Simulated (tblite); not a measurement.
C4H11BO2Si.
SMILES with atom numbers: `[BH2:1][O:2]/[CH:3]=[CH:4]/[O:5][SiH2:6][CH2:7][CH3:8]` (hydrogens: H9, H10 on B1; H11 on C3; H12 on C4; H13, H14 on Si6; H15, H16 on C7; H17, H18, H19 on C8)

Computed with GFN2-xTB (tblite), gas phase: L-BFGS steps from a force-field or distance-geometry start until the largest atomic force falls under 0.01 eV/Å.

Geometry at step 23:
```
atom  x, y, z in Å
B1      4.1034    0.5807   -0.3621
O2      2.9039    0.4891    0.1866
C3      1.8453   -0.2571   -0.2299
C4      1.1991   -1.0627    0.5983
O5      0.0753   -1.7315    0.2790
Si6    -1.1963   -1.1299   -0.5678
C7     -1.6898    0.5836    0.1164
C8     -3.1905    0.8794    0.0775
H9      4.4134   -0.0631   -1.2982
H10     4.8121    1.3560    0.1569
H11     1.5304   -0.1568   -1.2593
H12     1.5023   -1.1835    1.6275
H13    -0.9064   -1.0072   -1.9996
H14    -2.1530   -2.1941   -0.2983
H15    -1.1692    1.3928   -0.4075
H16    -1.3712    0.6380    1.1622
H17    -3.7650    0.0515    0.4904
H18    -3.4089    1.7662    0.6731
H19    -3.5449    1.0578   -0.9375
```

Question: What forces act on the atoms?

Answer: 
```csv
atom,Fx (eV/Å),Fy (eV/Å),Fz (eV/Å)
B1,0.004,0.029,-0.075
O2,-0.001,0.067,0.138
C3,0.056,-0.025,-0.003
C4,-0.186,0.067,0.129
O5,-0.111,0.055,-0.085
Si6,-0.115,-0.005,-0.055
C7,-0.119,0.010,0.047
C8,-0.056,0.028,0.027
H9,0.073,0.022,-0.061
H10,0.069,-0.049,-0.028
H11,0.061,0.073,-0.073
H12,0.111,-0.086,0.081
H13,0.008,-0.024,-0.046
H14,0.017,0.010,0.036
H15,-0.006,-0.129,0.061
H16,0.044,-0.004,-0.049
H17,0.065,0.028,-0.018
H18,-0.025,0.000,-0.075
H19,0.113,-0.067,0.048
```

The largest, 0.24 eV/Å, acts on C4; the rms over all components is 0.069 eV/Å. The forces sum to zero within rounding, as they must for an isolated molecule in no field.

Question: Give the force on C4 in Eh/bohr and in nN.

Answer: 0.236 eV/Å ÷ 51.422 = 0.00459 Eh/bohr, and 0.236 eV/Å × 1.602 = 0.38 nN.

Question: How far is this geometry from the end of the optimisation?

Answer: 0.200 eV above it, and 0.690 Å rms away after alignment. The bonds farthest from their final lengths, with half the difference of the two atoms' forces along the bond (positive lengthens):

```tsv
bond	now (Å)	final (Å)	force along bond (eV/Å)
C4–O5	1.346	1.338	0.00
Si6–C7	1.910	1.904	+0.03
B1–O2	1.322	1.328	+0.05
C3=C4	1.324	1.330	+0.07
O5–Si6	1.642	1.636	-0.02
C7–C8	1.530	1.526	-0.03
```

The angle farthest from its final value is C4–O5–Si6, 125.9° against 134.2°.

What follows is the cost of the whole relaxation. Time: 2.1 s of wall time. Hardware: one thread of an Arm Neoverse N1, no GPU, on a shared host.
